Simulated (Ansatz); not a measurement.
Born–Oppenheimer molecular dynamics of ClFGeH₂O (6 atoms, charge 0, multiplicity 1). It starts from a relaxed structure.

All numbers below come from Ansatz, RKS PBE/def2-mTZVP.

| Property | Result |
| --- | --- |
| ensemble | NVT, Nosé–Hoover chain |
| time step | 0.5 fs |
| steps asked | 150 |
| set temperature | 300 K |
| thermostat | time constant 100 fs, chain length 3 (defaults) |
| seed | 102325 |

Frames 1 fs apart, positions in Å, forces in eV/Å.

Velocities at 10 fs (Å/ps):

```
Ge -0.82 1.66 -0.42
F -0.18 -3.68 -0.06
H -1.15 7.03 -4.49
Cl 1.70 -2.03 -0.28
O -1.05 1.53 2.21
H 20.37 -9.91 11.05
```

```xyz
6
Properties=species:S:1:pos:R:3:forces:R:3 time_fs=10 energy_less_start_eV=0.072 T=162
Ge 0.060 -0.015 0.008 1.12 -0.17 -0.08
F 0.122 0.077 1.758 0.02 0.06 0.10
H 1.449 0.114 -0.649 -0.05 -0.11 0.20
Cl -1.132 1.591 -0.655 -0.66 0.77 -0.21
O -0.651 -1.572 -0.401 0.32 -0.16 -0.28
H -1.471 -1.640 0.099 -0.75 -0.39 0.27
6
Properties=species:S:1:pos:R:3:forces:R:3 time_fs=11 energy_less_start_eV=0.084 T=139
Ge 0.059 -0.014 0.007 1.16 -0.22 -0.06
F 0.122 0.073 1.758 0.03 0.07 0.10
H 1.448 0.121 -0.653 -0.06 -0.12 0.21
Cl -1.130 1.589 -0.655 -0.71 0.83 -0.23
O -0.652 -1.571 -0.398 0.68 -0.13 -0.53
H -1.455 -1.652 0.112 -1.09 -0.43 0.51
6
Properties=species:S:1:pos:R:3:forces:R:3 time_fs=12 energy_less_start_eV=0.082 T=143
Ge 0.059 -0.012 0.007 1.16 -0.28 -0.02
F 0.122 0.070 1.758 0.03 0.08 0.10
H 1.446 0.126 -0.654 -0.06 -0.13 0.21
Cl -1.129 1.587 -0.655 -0.76 0.89 -0.24
O -0.652 -1.569 -0.397 0.48 -0.17 -0.43
H -1.449 -1.668 0.129 -0.86 -0.38 0.40
6
Properties=species:S:1:pos:R:3:forces:R:3 time_fs=13 energy_less_start_eV=0.075 T=156
Ge 0.058 -0.010 0.007 1.12 -0.35 0.04
F 0.121 0.066 1.758 0.03 0.09 0.10
H 1.443 0.130 -0.654 -0.02 -0.14 0.19
Cl -1.127 1.586 -0.656 -0.79 0.95 -0.26
O -0.652 -1.568 -0.395 -0.12 -0.30 -0.07
H -1.451 -1.688 0.150 -0.22 -0.25 0.01
6
Properties=species:S:1:pos:R:3:forces:R:3 time_fs=14 energy_less_start_eV=0.079 T=148
Ge 0.058 -0.009 0.006 1.05 -0.42 0.11
F 0.121 0.063 1.758 0.04 0.10 0.10
H 1.440 0.133 -0.652 0.02 -0.14 0.16
Cl -1.126 1.585 -0.656 -0.82 1.00 -0.28
O -0.653 -1.567 -0.394 -0.73 -0.47 0.32
H -1.454 -1.709 0.171 0.44 -0.07 -0.41
6
Properties=species:S:1:pos:R:3:forces:R:3 time_fs=15 energy_less_start_eV=0.090 T=128
Ge 0.058 -0.007 0.006 0.96 -0.50 0.19
F 0.121 0.059 1.758 0.04 0.12 0.10
H 1.438 0.134 -0.648 0.08 -0.13 0.13
Cl -1.126 1.584 -0.657 -0.85 1.03 -0.29
O -0.654 -1.566 -0.392 -1.09 -0.60 0.57
H -1.454 -1.732 0.188 0.85 0.09 -0.69
6
Properties=species:S:1:pos:R:3:forces:R:3 time_fs=16 energy_less_start_eV=0.093 T=123
Ge 0.058 -0.006 0.005 0.87 -0.59 0.26
F 0.121 0.056 1.758 0.04 0.13 0.10
H 1.436 0.134 -0.643 0.14 -0.13 0.09
Cl -1.125 1.583 -0.657 -0.86 1.06 -0.31
O -0.655 -1.566 -0.390 -1.09 -0.64 0.58
H -1.446 -1.754 0.199 0.91 0.17 -0.72
6
Properties=species:S:1:pos:R:3:forces:R:3 time_fs=17 energy_less_start_eV=0.084 T=139
Ge 0.058 -0.005 0.005 0.78 -0.68 0.33
F 0.121 0.052 1.759 0.04 0.14 0.09
H 1.436 0.133 -0.637 0.18 -0.12 0.05
Cl -1.125 1.583 -0.658 -0.87 1.08 -0.31
O -0.657 -1.566 -0.387 -0.75 -0.57 0.33
H -1.429 -1.774 0.203 0.61 0.16 -0.49
6
Properties=species:S:1:pos:R:3:forces:R:3 time_fs=18 energy_less_start_eV=0.078 T=151
Ge 0.058 -0.003 0.005 0.70 -0.77 0.38
F 0.121 0.049 1.759 0.04 0.15 0.08
H 1.437 0.131 -0.631 0.21 -0.12 0.03
Cl -1.125 1.583 -0.659 -0.86 1.08 -0.32
O -0.660 -1.566 -0.385 -0.13 -0.38 -0.13
H -1.407 -1.793 0.203 0.04 0.04 -0.04
6
Properties=species:S:1:pos:R:3:forces:R:3 time_fs=19 energy_less_start_eV=0.084 T=140
Ge 0.058 -0.002 0.004 0.64 -0.86 0.42
F 0.121 0.046 1.759 0.04 0.16 0.07
H 1.440 0.128 -0.624 0.20 -0.11 0.01
Cl -1.125 1.583 -0.660 -0.85 1.08 -0.32
O -0.662 -1.566 -0.382 0.55 -0.13 -0.66
H -1.384 -1.811 0.202 -0.58 -0.13 0.48
6
Properties=species:S:1:pos:R:3:forces:R:3 time_fs=20 energy_less_start_eV=0.093 T=123
Ge 0.059 -0.001 0.004 0.60 -0.94 0.44
F 0.121 0.043 1.760 0.04 0.17 0.07
H 1.446 0.123 -0.617 0.18 -0.10 0.01
Cl -1.125 1.583 -0.661 -0.83 1.06 -0.32
O -0.664 -1.567 -0.380 0.92 0.05 -0.98
H -1.367 -1.831 0.206 -0.90 -0.24 0.79
6
Properties=species:S:1:pos:R:3:forces:R:3 time_fs=21 energy_less_start_eV=0.088 T=132
Ge 0.059 0.000 0.004 0.58 -1.01 0.46
F 0.121 0.040 1.760 0.04 0.18 0.06
H 1.452 0.118 -0.611 0.13 -0.09 0.01
Cl -1.126 1.584 -0.662 -0.81 1.04 -0.32
O -0.666 -1.567 -0.379 0.77 0.03 -0.88
H -1.358 -1.853 0.217 -0.70 -0.15 0.67
```

Of the whole run (75 fs, mean temperature of the second half 105 K): The conserved energy stayed within 0.099 meV per atom of its start (net change 0.066 meV per atom), so the integration is sound. The mean temperature of the second half is 65 % below the set value. A run of 0.075 ps of so small a system gives no equilibrium averages.

Run time: 2.4 min on 2 threads of Intel(R) Xeon(R) 6975P-C (Granite Rapids) (shared host), peak memory 0.14 GiB.
